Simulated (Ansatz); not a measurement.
Ansatz results at the PBE0-D4/def2-TZVP geometry: LUMO energy (B3LYP/def2-TZVPP) -0.46 eV; LUMO energy (PBE/def2-TZVPP) -0.98 eV; size of the dipole moment (PBE/def2-TZVPP) 4.02 D.

Each molecule was computed in one conformer, which needn't be the lowest.

(1) Which molecule gave them?
A. `C#C[O][SnH2][NH2]`
B. `CC1=C(F)[SiH2]1`
C. `BrB1C[SiH2]1`
D. `NC#[C][SnH2][OH]`

## Answers

(1) D. The others give `C#C[O][SnH2][NH2]`: -0.93, -1.55, 2.82; `BrB1C[SiH2]1`: -2.02, -2.76, 1.29; `CC1=C(F)[SiH2]1`: -0.45, -1.06, 1.55.

B3LYP here is the variant with VWN-RPA as its local correlation; programs differ in this.
